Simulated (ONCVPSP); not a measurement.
## An all-electron radial function and its pseudo partner (tantalum)

Columns: radius, all-electron u(r) and pseudo u(r) of the 5s shell (level -76.45 eV) of tantalum in the configuration [Kr] 4d10 4f14 5s2 5p6 5d3 6s1.5; PBE, scalar-relativistic, ONCV scheme, ONCVPSP 4.0.1.

```tsv
r (bohr)	all-electron	pseudo
0.110	0.2209	0.1924
0.220	0.0829	0.3767
0.330	-0.5648	0.5453
0.440	-0.4656	0.6911
0.550	0.0376	0.8086
0.660	0.5448	0.8942
0.770	0.8984	0.9463
0.880	1.0822	0.9657
0.990	1.1326	0.9553
1.100	1.0937	0.9192
1.210	1.0029	0.8623
1.320	0.8875	0.7897
1.430	0.7654	0.7064
1.540	0.6478	0.6174
1.650	0.5402	0.5277
1.760	0.4455	0.4418
1.870	0.3641	0.3635
1.980	0.2955	0.2954
2.090	0.2384	0.2384
2.200	0.1915	0.1914
2.310	0.1531	0.1531
2.420	0.1221	0.1221
2.530	0.0971	0.0970
2.640	0.0770	0.0770
2.750	0.0609	0.0609
2.860	0.0482	0.0481
```

Problem. How many radial nodes do the two functions have?

Solution. The all-electron 5s function has n − l − 1 = 4 (the table is too coarse to show those close to the nucleus); the pseudo-wave has 0, since the states of the same l below it are removed with the core.

Problem. At about which radius was the pseudo-wave matched?

Solution. 2.05 bohr, where the columns begin to agree (steps of 0.11 bohr).

Problem. Is the pseudo-wave norm-conserving?

Solution. Yes: the ONCV scheme keeps the norm inside the radius equal to the all-electron one, which fixes the energy derivative of the logarithmic derivative at the level.
